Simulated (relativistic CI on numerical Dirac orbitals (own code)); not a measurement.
## Lu2+: resonant inelastic scattering at the L2,3 edge

Computed with this model: Dirac-Coulomb-Breit CI, orbitals from a KLI potential per configuration, model QED (radiative potential, 1s self-energy scaled to tabulated hydrogen-like ionisation energies), Kramers-Heisenberg scattering through one core-hole configuration in a parametric crystal field, unscaled Slater integrals; configurations [Xe] 4f14 5d → [He] 2s2 2p5 3s2 3p6 3d10 4s2 4p6 4d10 4f14 5s2 5p6 5d2; 300 K; core-hole width 5 eV; summed over polarisations. Incident energies are the highest absorption maxima for each field (at most a few, so the weaker spin-orbit partner edge can be absent), on the computed scale of the free ion. Intensities are in per cent of the strongest line above 0.02 eV; levels within 1 cm⁻¹ are merged; final levels count from the ground level, the first row holds all elastic scattering, lines under 0.4 are left out and each table stops after 24 rows. The scale of the Slater integrals is a model choice and moves the terms in proportion. The configuration is assumed, with all valence electrons in the open shell; the free ion's ground configuration is another.

Field parameters in Wybourne normalisation: Oh B⁴₀ = 21Dq, B⁴₄ = √(5/14) B⁴₀. The field is a parameter set, without covalency.

S is read from ⟨S²⟩ = S(S + 1).

Oh, 10Dq = 5500 cm⁻¹:

| Final level (eV) | Degeneracy | Irrep | S | 9245.4 eV | 10350.4 eV |
| --- | --- | --- | --- | --- | --- |
| 0.000 | 4 | Γ8 | 0.50 | 3210.9 | 548.0 |
| 0.178 | 2 | Γ7 | 0.50 | 85.2 | 4.4 |
| 0.777 | 4 | Γ8 | 0.50 | 100.0 | 49.8 |

Oh, 10Dq = 12450 cm⁻¹:

```tsv
Final level (eV)	Degeneracy	Irrep	S	9245.5 eV	10350.5 eV
0.000	4	Γ8	0.50	2826.2	495.0
0.166	2	Γ7	0.50	92.1	3.9
1.616	4	Γ8	0.50	100.0	52.2
```

For the first field the strongest loss at the lowest incident energy is the level at 0.78 eV (S = 0.50, against 0.50 in the thermal ground state).
